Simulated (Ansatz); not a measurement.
```yaml
crystal:
  periodic: [false, false, false]
  atoms:
    - {symbol: N, position_ang: [-1.279102, 1.051347, -0.977289]}
    - {symbol: C, position_ang: [-0.493729, 0.163909, -0.549152]}
    - {symbol: C, position_ang: [0.735781, 0.203105, 0.346058]}
    - {symbol: Al, position_ang: [-0.185927, -1.503694, 0.330372]}
    - {symbol: H, position_ang: [-0.918906, 1.993184, -0.773720]}
    - {symbol: H, position_ang: [0.921152, 1.066217, 0.987858]}
    - {symbol: H, position_ang: [1.629375, -0.035650, -0.254157]}
    - {symbol: H, position_ang: [-0.316443, -2.995618, 0.834229]}
basis:
  gaussian: {orbitals: def2-mTZVPP}
total_charge: 1
magnetization: {spin_polarized: true, initial_magnetization: 1}
hamiltonian: {xc: {name: wB97}}
```

```sh
$ ansatz run in.yaml --threads 2 --pin off --events-out ev --progress --plain --max-ram 4352MiB
```

Output, abridged:

```
Functional definition: wB97
985 factors; their error is unknown
334 factors; integrals over basis functions are off by at most 3.0e-5 eV
mean field evaluation 1: about -10202.6287 eV, gradient 4.7e1 eV
mean field evaluation 2: about -10201.3402 eV, gradient 5.2e1 eV
mean field evaluation 4: about -10214.8713 eV, gradient 6.6e0 eV
mean field evaluation 8: about -10215.1443 eV, gradient 3.2e-1 eV
mean field evaluation 16: about -10215.1287 eV, gradient 1.6e-2 eV
mean field evaluation 32: about -10215.1288 eV, gradient 8.8e-5 eV
mean field -10215.12877834 eV, -375.3990585412 hartree, gradient 4.8e-5 eV, S^2 0.756470; 2 other end points of the search recorded, 0 dependent functions left out
reference -10215.12876815 eV, -375.3990581665 hartree; 18, 17 occupied and 86, 87 virtual orbitals, 985 factors
Total energy: -10215.12876815 eV, -375.3990581665 hartree
```

Hardware: 2 threads of an Arm Neoverse V1 on a shared host. Wall time 17 s, peak host memory 0.36 GiB.
